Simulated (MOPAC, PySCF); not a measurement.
C3H6O, SMILES `C=COC` (C–C–O–C torsion 0°), neutral singlet in the gas phase. 

Z-matrix (Å, degrees):
```
C
C 1 1.3313
O 1 1.3522 2 128.09
H 2 1.0797 1 123.57 3 0.00
H 2 1.0797 4 117.55 1 -180.00
H 1 1.0830 2 121.99 4 -180.00
C 3 1.4188 1 116.93 6 -180.00
H 7 1.0871 3 106.37 1 -180.00
H 7 1.0939 8 109.74 3 -120.06
H 7 1.0939 8 109.74 9 -119.87
```
Charge 0, spin multiplicity 1.

All levels are single points at this geometry (B3LYP-D3(BJ)/def2-TZVP); Pople sets use spherical d functions. Orbital energies aren't observables, and empty levels follow the basis.

| level | HOMO (eV) | LUMO (eV) | gap (eV) | dipole (D) | vertical IE, Delta-SCF (eV) |
|---|---|---|---|---|---|
| B3LYP-D3(BJ)/def2-TZVP in PySCF | -6.50 | 0.62 | 7.12 | 0.94 | – |
| PBE-D3(BJ)/def2-TZVP in PySCF | -5.51 | -0.15 | 5.37 | 0.92 | – |
| B3LYP/3-21G in PySCF | -6.04 | 1.38 | 7.42 | 1.09 | – |
| B3LYP/6-311+G** in PySCF | -6.55 | 0.14 | 6.70 | 1.06 | – |
| B3LYP/6-31G* in PySCF | -6.11 | 1.27 | 7.38 | 0.95 | 8.79 |
| BP86/6-31G* in PySCF | -5.20 | 0.34 | 5.53 | 0.94 | – |
| SVWN5/6-31G* in PySCF | -5.24 | 0.24 | 5.48 | 0.97 | 8.92 |
| HF/3-21G in PySCF | -9.26 | 5.65 | 14.92 | 1.23 | – |
| HF/STO-3G in PySCF | -7.33 | 9.10 | 16.43 | 0.86 | – |
| AM1 in MOPAC | -9.51 | 1.43 | 10.94 | 0.84 | – |
| PM3 in MOPAC | -9.60 | 1.27 | 10.87 | 0.70 | – |
| PM6 in MOPAC | -9.37 | 1.22 | 10.60 | 1.02 | – |
| PM7 in MOPAC | -9.49 | 1.16 | 10.65 | 0.92 | – |
